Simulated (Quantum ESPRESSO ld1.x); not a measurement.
Question: The mean radii <r> (bohr) of the occupied orbitals of an atom or ion are listed with their occupations. Method: Dirac Kohn-Sham, PBEsol, spin-unpolarised, spherical densities, point nucleus; computed with ld1.x of Quantum ESPRESSO 7.5.

orbital  occ.      <r>
1s1/2       2  0.02507
2s1/2       2   0.1070
2p1/2       2  0.08993
2p3/2       4  0.09603
3s1/2       2   0.2850
3p1/2       2   0.2748
3p3/2       4   0.2868
3d3/2       4   0.2578
3d5/2       6   0.2616
4s1/2       2   0.6543
4p1/2       2   0.6747
4p3/2       4   0.7018
4d3/2       4   0.7623
4d5/2       6   0.7720
5s1/2       2    1.563
5p1/2       2    1.760
5p3/2       4    1.843
5d3/2       2    2.859

Name the element and its charge. Open shells, if any, fill j = l - 1/2 first.

Answer: Z = 57, lanthanum, charge +1: La+ in [Xe] 5d2. The 1s radius gives Z: for a bare nucleus <r> = (2 gamma + 1)/(2Z) with gamma = sqrt(1 - (Z/c)^2), 0.02473 bohr for Z = 57, and screening makes it slightly larger (0.02507 here). The occupations add up to 56, and the charge is Z minus that.
